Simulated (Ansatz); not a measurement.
Task: Name a neutral molecule of C, Cl, O, Si and H with LUMO energy (ωB97M-V/def2-TZVPP) between 1.15 and 1.45 eV and HOMO energy (ωB97M-V/def2-TZVPP) between -10.55 and -10.25 eV (Ansatz, PBE0-D4/def2-TZVP geometry).

Result: `C=C[Si](O)(Cl)OC` (1.42 eV, -10.52 eV). Other molecules can fit too; these were computed, each in one conformer that needn't be the lowest.
